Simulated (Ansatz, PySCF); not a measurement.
Bond stretch in AlN, triplet.

Levels: ROCCSD(T) = CCSD(T) on ROHF/cc-pVTZ, frozen core (Ansatz, an electronic-structure program); UKS-PBE0 = unrestricted PBE0/cc-pVTZ (PySCF); UHF/cc-pVTZ (PySCF); ROHF/cc-pVTZ (PySCF).

Energies are in kJ/mol, each relative to the lowest point of its own curve near equilibrium.

| R / Å | ROCCSD(T) | UKS-PBE0 | UHF | ROHF |
|---|---|---|---|---|
| 1.42 | 294.0 | 271.2 | (withheld) | 295.2 |
| 1.50 | 159.2 | 142.0 | (withheld) | 161.4 |
| 1.59 | 63.5 | 57.1 | 111.8 | 70.4 |
| 1.66 | 74.4 | 21.6 | 61.3 | 29.9 |
| 1.74 | 31.4 | 3.1 | (withheld) | (withheld) |
| 1.79 | 15.1 | 0.0 | (withheld) | 0.0 |
| 1.87 | 1.5 | 1.4 | 0.8 | 0.4 |
| 1.89 | 0.0 | 1.1 | 0.0 | 2.0 |
| 1.99 | 0.7 | 2.4 | 4.1 | 16.4 |
| 2.09 | 11.2 | 13.0 | 17.6 | (withheld) |
| 2.23 | 34.8 | 36.8 | 44.4 | 74.2 |
| 2.37 | 63.0 | 65.5 | 72.8 | 112.9 |

Question: Fill in the missing entries.

Answer: 
- 1.42, UHF: 344.1
- 1.50, UHF: 210.1
- 1.74, UHF: 24.7
- 1.74, ROHF: 6.0
- 1.79, UHF: 11.1
- 2.09, ROHF: 37.9

The scan ran from 1.42 to 7.13 Å; beyond the distances shown one of the unrestricted levels run for this scan, shown here or not, changes its spin distribution in one step. The T1 diagnostic of CCSD on the restricted reference of ROCCSD(T) exceeds 0.045 at 1.42 to 1.59 Å. The unrestricted determinant behind UHF is spin-contaminated at 1.59 to 1.89, 2.37 Å (<S²> up to 2.2, against 2.00 for a pure triplet).
